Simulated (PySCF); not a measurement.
**Frontier orbitals and the lowest excitations**

Species: C6H15P.
Geometry (PBE0-D3(BJ)/def2-SVP, Å), atoms numbered from 1 in this order:
```
atom  x, y, z in Å
C1    -1.6431   -2.2593    0.4136
C2    -0.3136   -1.5323    0.5534
P3    -0.1624   -0.0466   -0.5575
C4     1.5163    0.5575   -0.0282
C5     2.6630   -0.2564   -0.6109
C6    -1.2272    1.1510    0.3890
C7    -1.2939    2.5317   -0.2478
H8    -2.4898   -1.6294    0.7289
H9    -1.8261   -2.5571   -0.6305
H10   -1.6678   -3.1696    1.0324
H11   -0.1357   -1.2300    1.6014
H12    0.5113   -2.2104    0.2778
H13    1.5921    1.6031   -0.3705
H14    1.5687    0.5821    1.0753
H15    2.6078   -0.2915   -1.7100
H16    2.6537   -1.2960   -0.2479
H17    3.6385    0.1745   -0.3361
H18   -2.2369    0.7088    0.4254
H19   -0.8735    1.2141    1.4340
H20   -0.3097    3.0255   -0.2591
H21   -1.9817    3.1929    0.3020
H22   -1.6434    2.4730   -1.2905
```

Level of theory: PySCF 2.14.0, density-fitted response routines, TDDFT PBE0/def2-SVPD, vertical, gas phase, core orbitals frozen in the response.

Frontier orbitals with the atoms that hold most of them (Löwdin shares over 4%, at most four atoms; ? is withheld):

| orbital | ε (eV) | atoms |
| --- | --- | --- |
| HOMO-3 | -9.64 | C7 14%, C5 14%, C4 12%, C6 12% |
| HOMO-2 | -8.43 | C4 22%, P3 20%, C6 14%, C5 10% |
| HOMO-1 | -8.43 | C2 22%, P3 20%, C6 12%, C1 8% |
| HOMO | -6.26 | ? |
| LUMO | 0.82 | C6 8%, C2 8%, C4 8%, C1 8% |
| LUMO+1 | 0.84 | C5 15%, P3 12%, C4 8%, C1 8% |
| LUMO+2 | 0.84 | C7 14%, P3 12%, C2 10%, C1 9% |

(1) Which atoms hold the HOMO, and with what shares?

Results:

(1) P3 (bonded to 3 C) 59%; C6 (bonded to C, P and 2 H) 10%; C2 (bonded to C, P and 2 H) 10%; C4 (bonded to C, P and 2 H) 10%. By element: phosphorus 59%, carbon 30% or more.

Within 0.005 eV of a neighbour in this list lie HOMO-2/HOMO-1 and LUMO+1/LUMO+2 (point group found: C3); within a degenerate set the shares of single atoms can hang on how the components are chosen.

Problem. The HOMO–LUMO gap is 7.09 eV. Where does the response calculation put the lowest singlet, and from which orbitals?

Solution. S1 is at 6.11 eV (f = 0.085), 0.97 eV below the gap, made of HOMO→LUMO+1/LUMO+2 (98%). S1/S2 lie within about 0.01 eV of each other. Without the coupling terms of the response equations the lowest excitation would equal the gap.

Next come S2 at 6.11 eV (f 0.085), HOMO→LUMO+1/LUMO+2 (98%); S3 at 6.16 eV (f 0.021), HOMO→LUMO (99%); S4 at 6.80 eV (f 0.153), HOMO→LUMO+3 (99%); S5 at 6.96 eV (f 0.033), HOMO→LUMO+4 (93%).

Orbitals of the list HOMO-3 to LUMO+2 that lie within 0.01 eV of each other are written together with a slash and their weights summed (≥ marks a lower bound); for degenerate orbitals outside that list single weights are arbitrary.

Löwdin shares depend on the basis, the more so with diffuse functions.

One conformer stands for the species.
